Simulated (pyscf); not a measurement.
HO–Ga(F)–Cl, singlet

Gas-phase minimum from PySCF at ωB97X-D3(BJ)/def2-SVP, one conformer. 

```xyz
5

O     -0.1500     0.2166     0.8302
Ga    -1.4979    -0.4952    -0.0534
F     -1.4435    -2.1880    -0.4731
Cl    -3.1812     0.6428    -0.6183
H      0.5587    -0.4070     1.0299
```

Bonds (Å): O1–Ga2 1.762, O1–H5 0.965, Ga2–F3 1.745, Ga2–Cl4 2.109. Bond angles (°): Ga2–O1–H5 113.9, O1–Ga2–F3 119.3, O1–Ga2–Cl4 121.8, F3–Ga2–Cl4 118.9.

Properties at ωB97X-D3(BJ)/def2-SVP:

| Quantity | Result |
|---|---|
| Harmonic wavenumbers, unscaled | 151, 184, 185, 354, 454, 714, 766, 832, 3904 cm⁻¹ |
| Zero-point energy | 10.8 kcal/mol |
| Rotational symmetry number | 1 |
| Entropy of this conformer at 298 K and 1 atm, rigid rotor and harmonic oscillator, modes under 100 cm⁻¹ raised to 100 | 323.2 J/(mol K) |
| Dipole moment | 1.48 D |

Single-point totals, which compare only within one level (frozen core for MP2 and CC):

```csv
level,total energy (hartree)
ωB97X-D3(BJ)/def2-TZVP,-2560.92805
PBE/def2-TZVP,-2560.29449
r²SCAN/def2-TZVP,-2560.83176
B3LYP-D3(BJ)/def2-TZVP,-2561.01510
PBE0-D3(BJ)/def2-TZVP,-2560.36968
M06-2X/def2-TZVP,-2560.87381
ωB97M-D3(BJ)/def2-TZVP,-2561.05615
HF/def2-TZVPP,-2557.86480
MP2/def2-TZVPP,-2558.76308
CCSD/def2-TZVPP,-2558.77042
CCSD(T)/def2-TZVPP,-2558.80415
```

Soft torsions are taken as harmonic, which can shift the entropy by several J/(mol K). The CCSD(T) − MP2 part came from Ansatz, without density fitting, on the same reference. The frozen core leaves the outer d or s,p core shells of the metals and heavy elements correlated in the MP2 and CC values, and def2-TZVPP describes them poorly, so these totals are far from the basis limit. Elements up to Kr have no core potential and no relativistic terms here.
